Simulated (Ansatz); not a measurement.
An input meant for Cd2S2⁻, that is (CdS)2 ring with one electron more (charge -1, doublet; atoms displaced at random, 0.15 Å in each coordinate).

```yaml
crystal:
  periodic: [false, false, false]
  atoms:
    - {symbol: Cd, position_ang: [-0.678624, -0.796175, -0.918200]}
    - {symbol: S, position_ang: [1.854419, -0.512375, -0.452213]}
    - {symbol: Cd, position_ang: [-1.576473, 0.486526, 0.885233]}
    - {symbol: S, position_ang: [-1.876473, 0.486526, 0.835233]}
basis:
  gaussian: {orbitals: def2-SVPD, final_grid: {core_spheres: 8, valence_spheres: 7, degree: 23}}
total_charge: -1
magnetization: {spin_polarized: true, initial_magnetization: 1}
hamiltonian: {xc: {name: wB97M-V}}
scf: {omitted_lower_state_checks: [starts]}
```

```sh
$ ansatz run in.yaml --threads 2 --pin off --events-out ev --progress --plain --max-ram 4352MiB
```

Shortened log:

```
Functional definition: wB97M-V
1168 factors; integrals over basis functions are off by at most 3.1e-4 eV
322 factors; integrals over basis functions are off by at most 2.0e-5 eV
mean field evaluation 1: about -25191.4293 eV, gradient 6.2e1 eV
mean field evaluation 2: about -24975.2798 eV, gradient 1.6e2 eV
mean field evaluation 4: about -25211.2499 eV, gradient 1.2e1 eV
mean field evaluation 8: about -25212.6106 eV, gradient 1.1e0 eV
mean field evaluation 16: about -25212.6343 eV, gradient 3.3e-2 eV
mean field evaluation 32: about -25212.6345 eV, gradient 4.2e-4 eV
a density is far from that of the atoms, so the factors are made again for it
1301 factors; integrals over basis functions are off by at most 3.0e-4 eV
329 factors; integrals over basis functions are off by at most 1.8e-5 eV
mean field -25212.63393838 eV, -926.5472074983 hartree, gradient 1.9e-5 eV, S^2 0.766693; 0 other end points of the search recorded, 0 dependent functions left out
reference -25212.63397270 eV, -926.5472087597 hartree; 37, 36 occupied and 85, 86 virtual orbitals, 1301 factors
Total energy: -25212.63397270 eV, -926.5472087597 hartree
Checks for a lower state left out: starts
```

In this input one atom was put on top of another. Self-consistency was reached. The result belongs to that input, not to the species as meant.

In the def2 sets Cd takes a core potential; there is no spin–orbit coupling.
